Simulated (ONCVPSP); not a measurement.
Scattering properties, ONCV potential for V (Z = 23)

```
Element                 : V
Generator               : ONCVPSP 4.0.1
Type                    : optimised norm-conserving Vanderbilt (ONCV)
Functional              : LDA (Perdew-Wang 92)
Relativity              : fully relativistic
Frozen core             : [Ne] 3s2
Valence charge          : 11
Reference configuration : 3p6 3d3 4s2
Partial waves           : 4s: rc 2.40 bohr, ncon 4, nbas 7, qcut 3 1/bohr, 2 projectors, debl 3.9 Ha; 3p: rc 1.25 bohr, ncon 4, nbas 9, qcut 13.7 1/bohr, 1 projector; 3d: rc 1.15 bohr, ncon 5, nbas 9, qcut 7.3 1/bohr, 2 projectors, debl 2.8 Ha
Local potential         : polynomial inside 0.85 bohr (lpopt 5, dvloc0 6 Ha)
Core correction         : Teter function, fcfact 3.25, rcfact 1.15
```

Open shells are filled in proportion to 2j + 1.

The phase is arctan(r·R′/R) of the radial function R(r), unwrapped; energies in Ha, scanned from -3 to 5 Ha. A pole is an energy at which the radial function vanishes at the test radius. The pseudo phase is shifted by a multiple of π to meet the all-electron one at the reference energy, and phase errors are pseudo minus all-electron; the curves can meet again beyond the range given. Levels narrower than the energy grid can be missing from the lists of poles.

```
channel  radius (bohr)  reference energy (Ha)  poles, all-electron  poles, pseudo  unbroken range about the reference energy with phases within 0.05 rad  phase error 1 Ha above the reference energy (rad)
      s           2.44                  -0.18          -2.55, 1.37    -0.84, 1.35                                                             above -0.8                                             -0.002
   p3/2           1.27                  -1.60                 0.14           0.12                                                              below 3.2                                             -0.001
   p1/2           1.27                  -1.64                 0.07           0.05                                                              below 3.2                                             -0.001
   d5/2           1.17                  -0.20                 2.06           2.06                                                        the whole range                                             -0.000
   d3/2           1.17                  -0.20                 2.04           2.04                                                        the whole range                                             -0.000
```

Note: ghosts flagged at negative energy: s at -23.3 eV; no localised positive-energy state flagged. A true bound ghost makes a file unfit for plane-wave use.

Phases in the p3/2 channel:

```
E (Ha)  all-electron  pseudo
 -2.98         0.149   0.143
 -2.54        -0.408  -0.411
 -2.10        -0.870  -0.871
 -1.66        -1.150  -1.150
 -1.22        -1.317  -1.317
 -0.78        -1.427  -1.427
 -0.34        -1.505  -1.506
  0.10        -1.566  -1.569
  0.54        -1.618  -1.622
  0.98        -1.665  -1.670
  1.42        -1.710  -1.718
  1.86        -1.756  -1.769
  2.30        -1.807  -1.826
  2.74        -1.866  -1.895
  3.18        -1.940  -1.987
  3.62        -2.038  -2.118
  4.06        -2.178  -2.321
  4.50        -2.392  -2.656
  4.94        -2.727  -3.151
```
